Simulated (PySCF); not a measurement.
Compound: C8H24AlN4 (charge -1).
Cartesian coordinates in Å at the PBE0-D3(BJ)/def2-SVP level; atoms count from 1:
```
atom  x, y, z in Å
C1    -1.752   -2.382   -0.096
N2    -1.306   -1.257    0.655
C3    -1.935   -1.154    1.928
Al4   -0.153    0.041   -0.024
N5     1.150   -0.912   -0.958
C6     1.719   -2.132   -0.493
C7     1.771   -0.428   -2.144
N8    -1.043    1.257   -1.123
C9    -2.255    0.948   -1.803
C10   -0.498    2.516   -1.502
N11    0.586    1.076    1.340
C12   -0.095    2.160    1.962
C13    1.825    0.764    1.967
H14   -1.586   -3.354    0.432
H15   -1.210   -2.440   -1.054
H16   -2.846   -2.362   -0.335
H17   -1.518   -0.306    2.494
H18   -3.044   -1.004    1.876
H19   -1.792   -2.067    2.558
H20    2.802   -2.051   -0.222
H21    1.184   -2.484    0.405
H22    1.666   -2.955   -1.248
H23    2.855   -0.177   -2.018
H24    1.265    0.486   -2.497
H25    1.736   -1.164   -2.985
H26   -3.044    1.727   -1.658
H27   -2.142    0.847   -2.912
H28   -2.672   -0.002   -1.431
H29   -1.203    3.367   -1.325
H30   -0.222    2.585   -2.585
H31    0.415    2.728   -0.920
H32   -0.375    1.966    3.030
H33    0.508    3.101    1.984
H34   -1.028    2.387    1.418
H35    2.340   -0.042    1.418
H36    2.527    1.633    2.001
H37    1.722    0.426    3.030
```

Computed, not measured: PySCF 2.14.0, PBE0-D3(BJ)/def2-SVP geometry optimisation, gas phase.

Task: Which atoms are bound to Al4, and at what distances?

Result: 4 atoms: N2 1.865 Å, N5 1.865 Å, N11 1.865 Å, N8 1.865 Å. The nearest atom not counted as bound is H35, at 2.88 Å (others tie with it).

Task: List the angles at Al4.

Result: 
| angle | degrees | distance of the outer atoms (Å) |
| --- | --- | --- |
| N2–Al4–N8 | 111.9 | 3.09 |
| N5–Al4–N11 | 111.9 | 3.09 |
| N5–Al4–N8 | 111.8 | 3.09 |
| N2–Al4–N11 | 111.4 | 3.08 |
| N2–Al4–N5 | 105.0 | 2.96 |
| N8–Al4–N11 | 104.9 | 2.96 |

Task: What is the shape at Al4?

Result: Distorted tetrahedral: angles from 104.9° to 111.9°; τ4 = (360° − α − β)/141° = 0.97 with α and β the two widest (0 for a square, 1 for a tetrahedron).

Task: What are the other bond lengths?

Result: C1–N2 and 7 like bonds 1.423 Å. (A selection.)

Task: Give some angles away from the centre.

Result: C1–N2–C3 113.0°, C1–N2–Al4 123.4°.

Point group: near S4, missed by 0.10 Å at most; the miss may be what the optimiser left on a soft mode (C2 holds within 0.08 Å). Charge -1, singlet. Stationary, but not proved a minimum.

One conformer stands for the species.
